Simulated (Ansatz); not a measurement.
A run for Ansatz (a quantum-chemistry and plane-wave program): U-wB97X-V/def2-TZVPP on Te2, 2S+1 = 3, a point of a bond scan (R = 3.476 Å). Elements past Kr take the def2 small-core potentials; no spin–orbit coupling.

Ansatz 0.2 input:
```yaml
crystal:
  periodic: [false, false, false]
  atoms:
    - {symbol: Te, position_ang: [-0.00000000, -0.00000000, -1.28732190]}
    - {symbol: Te, position_ang: [0.00000000, 0.00000000, 2.18844723]}
basis:
  gaussian:
    orbitals: def2-TZVPP
hamiltonian:
  xc: {name: wB97X-V}
magnetization: {spin_polarized: true, initial_magnetization: 2}
```

Output:

```
WARN ansatz: RAYON_NUM_THREADS=1 ignored (pool sized by the plan → 1); use --threads N
Functional definition: wB97X-V
integrals: 0.04 GiB planned
822 factors; their error is unknown
integrals: 0.08 GiB planned
163 factors; integrals over basis functions are off by at most 1.2e-4 eV
mean field: 0.60 GiB planned
mean field evaluation 1: about -14582.8417 eV, gradient 3.3e0 eV
mean field evaluation 2: about -14582.9499 eV, gradient 1.1e0 eV
mean field evaluation 4: about -14582.9656 eV, gradient 1.6e-1 eV
mean field evaluation 8: about -14583.0983 eV, gradient 8.4e-3 eV
mean field evaluation 16: about -14583.2580 eV, gradient 1.0e0 eV
mean field evaluation 32: about -14583.8878 eV, gradient 2.5e-4 eV
mean field evaluation 64: about -14582.5251 eV, gradient 5.5e0 eV
mean field -14583.88781588 eV, -535.9479919195 hartree, gradient 8.5e-6 eV, S^2 2.394199; 7 other end points of the search recorded, 0 dependent functions left out
reference -14583.88781508 eV, -535.9479918898 hartree; 25, 23 occupied and 75, 77 virtual orbitals, 822 factors
Total energy: -14583.88781508 eV, -535.9479918898 hartree
```

The run converged. Its determinant has ⟨S²⟩ = 2.39, a mixture of spin states.

Cost: around 50 core-seconds (rough).
